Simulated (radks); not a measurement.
The numbers below are computed, except where a source is named.
Initial-state core-level shifts of neutral lead when its valence configuration changes from [Hg] 6p2. Code: a radial shooting solver on a logarithmic mesh with Libxc functionals. Model: scalar-relativistic Kohn-Sham, PBE, spin-unpolarised, spherical densities, finite nucleus; Fermi nuclear charge, rms radius 5.5012 fm. Shifts are changes of the shell-averaged eigenvalues in eV (positive: less bound); the change of the density at the nucleus, which sets a Mossbauer isomer shift, is in e/bohr^3, on a base of 2.955e+06.

valence                          2s       2p       3d       4p  density at nucleus
[Xe] 4f14 5d9 6s2 6p3        -6.118   -6.113   -6.053   -5.941               +82.1
[Xe] 4f14 5d10 6p4           -3.501   -3.497   -3.524   -3.541              -516.2
[Xe] 4f14 5d10 6s1 6p3       -1.807   -1.805   -1.818   -1.827              -247.6
[Xe] 4f14 5d9 6p5            -9.432   -9.421   -9.388   -9.288              -492.8
[Xe] 4f13 5d10 6s2 6p3      -21.789  -21.602  -23.769  -20.070              +291.5
[Xe] 4f14 5d10 6s0.5 6p3.5   -2.666   -2.663   -2.683   -2.696              -379.4
[Xe] 4f14 5d9.5 6s2 6p2.5    -3.049   -3.046   -3.018   -2.967               +40.8
[Xe] 4f14 5d9.5 6p4.5        -6.447   -6.439   -6.439   -6.401              -505.0
[Xe] 4f13 5d9 6p6           -31.366  -31.166  -33.282  -29.434              -268.5
